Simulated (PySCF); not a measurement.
**Unknown compound**

Molecular formula: C₈H₁₀Si. Simulated spectra:

1H NMR (400 MHz, computed): δ 7.40 (m, 2H), 7.29 (m, 1H), 7.27 (m, 2H), 3.57 (m, 1H), 0.85 (m, 2H), 0.84 (m, 2H).

13C{1H} NMR (computed): δ 136.7 (CH, 2C), 136.0 (C), 132.3 (CH), 131.1 (CH, 2C), -0.4 (CH2, 2C).

Calculated, not measured (PySCF): σ from GIAO-PBE/pcSseg-1, structure optimised with PBE0-D3(BJ)/def2-SVP. Rapidly exchanging positions averaged, no relativistic terms, one computed conformer, no solvent.

References, each an isolated molecule treated in the same way: 1H (σref 31.20) and 13C (σref 180.03) against TMS.

Q: What is the structure?

A: 
1. Rings plus π bonds: 5 (2 rings in the answer).
2. 5 carbon signals for 8 carbons: some carbons are equivalent by symmetry or fast rotation.
3. Carbon types of the structure: 1 × C, 5 × CH, 2 × CH2, leaving 1 H on heteroatoms.
4. δC 136.7, 132.3, 131.1: aromatic CH; the aromatic region.
5. δC 136.0: substituted aromatic carbon.
6. δC -0.4: three-membered-ring carbon; carbons of three-membered rings are unusually shielded.
7. δH 7.40, 7.29, 7.27: hydrogen on an aromatic CH; the ring current deshields protons in the ring plane.
8. δH 3.57: hydrogen on a silicon bonded to 3 C, in a 3-membered ring.
9. δH 0.85, 0.84: hydrogen on a three-membered-ring carbon; cyclopropane-type protons are shielded by the ring.

Structure: `c1ccc([SiH]2CC2)cc1`.

This is the structure that produced the data.

Shifts are as computed. Against solution values, carbons near 30 ppm lie about +2 ppm off and those near 130 ppm about +2 ppm. Of 1211 compounds with measured shifts, 218 miss one by over three times the rms of a fit or turn the order of signals round; such compounds aren't used in these exercises. Multiplicities follow the n + 1 count of equivalent neighbours, as no J values were calculated; m marks all less simple cases, F and P coupling included.
